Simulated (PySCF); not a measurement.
Correlation energy of Al³⁺ (aluminium, charge +3)

Starting occupation: [Ne]. Computed with PySCF 2.14 in an even-tempered Gaussian basis (19 s from 0.21 bohr⁻², ratio 2.4; 12 p from 0.27 bohr⁻², ratio 2.4; 6 d from 3.5 bohr⁻², ratio 2.6; 5 f from 5.3 bohr⁻², ratio 2.6), with X2C-1e with screened-nucleus spin-orbit coupling, Gaussian nucleus. Frozen: nothing; 10 electrons correlated; the 28 highest virtual spinors left out.

MP2 pair energies summed by pair of shells (mhartree):

```csv
pair,energy,share (%)
2p1/2-2p3/2,-91.03,26.1
2p3/2-2p3/2,-85.92,24.6
2p3/2-2s1/2,-45.62,13.1
1s1/2-1s1/2,-38.84,11.1
2p1/2-2s1/2,-22.85,6.5
2p1/2-2p1/2,-20.26,5.8
1s1/2-2p3/2,-18.57,5.3
2s1/2-2s1/2,-10.59,3.0
1s1/2-2p1/2,-9.38,2.7
1s1/2-2s1/2,-6.08,1.7
```

Total MP2 correlation energy: -349.14 mhartree.
